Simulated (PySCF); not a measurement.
Yb⁶⁴⁺ (ytterbium, charge +64): Hartree-Fock from Schrödinger to Dirac-Coulomb-Breit

Occupied: 1s1/2, 2s1/2, 2p1/2. Hartree-Fock calculated with PySCF 2.14 in an uncontracted even-tempered set (16 s from 16 bohr⁻², ratio 2.7; 13 p from 19 bohr⁻², ratio 2.7), Gaussian nucleus throughout. NR is non-relativistic, sf-X2C the spin-free one-electron X2C Hamiltonian, X2C adds the bare one-electron spin-orbit term, X2C-SNSO screens it by Boettger's factors, DC is four-component Dirac-Coulomb, and the Gaunt and Breit terms are added at first order (total energies over the DC spinors, levels after relaxing the spinors in that mean field). QED terms are absent. Levels marked empty are virtual spinors of this ion.

```json
{"Hamiltonian": "X2C", "E (hartree)": "-7691.0540"}
{"Hamiltonian": "X2C-SNSO", "E (hartree)": "-7689.0247"}
{"Hamiltonian": "DC", "E (hartree)": "-7692.7298"}
{"Hamiltonian": "DC+Gaunt", "E (hartree)": "-7684.0602"}
{"Hamiltonian": "DC+Breit", "E (hartree)": "-7684.5049"}
```

```csv
level (eV),X2C,X2C-SNSO,DC,DC+Gaunt,DC+Breit
1s1/2,-68460.8,-68462.8,-68518.0,-68344.1,-68349.8
2s1/2,-16463.5,-16464.1,-16471.7,-16453.6,-16455.3
2p1/2,-16243.8,-16216.6,-16224.4,-16187.1,-16191.3
2p3/2 (empty),-14752.7,-14762.3,-14763.7,-14746.0,-14750.1
3s1/2 (empty),-6878.6,-6878.8,-6880.7,-6875.6,-6876.3
```

How large are the two-electron picture-change error of X2C and the Breit correction in the total energy?

X2C-1e lies 1.6758 hartree above Dirac-Coulomb; Gaunt adds 8.6696 and the full Breit term 8.2248 hartree.

Weight of the small component: 1s1/2 0.0693, 2s1/2 0.0166, 2p1/2 0.0165, 2p3/2 0.0151, 3s1/2 0.00690.

Koopmans' value for the highest occupied level at DC+Breit: 16191.3 eV, against an ionisation energy of 16191 ± 24 eV (theoretical estimate listed by NIST; NIST Atomic Spectra Database, ionization energies); the former lacks relaxation, correlation, QED and recoil.

The whole ladder took 64 s of wall time on 1 thread of Neoverse-V1 (shared host), launched as `OMP_NUM_THREADS=1 python relrun2.py TASK.json OUT` (a driver that calls PySCF for each Hamiltonian).
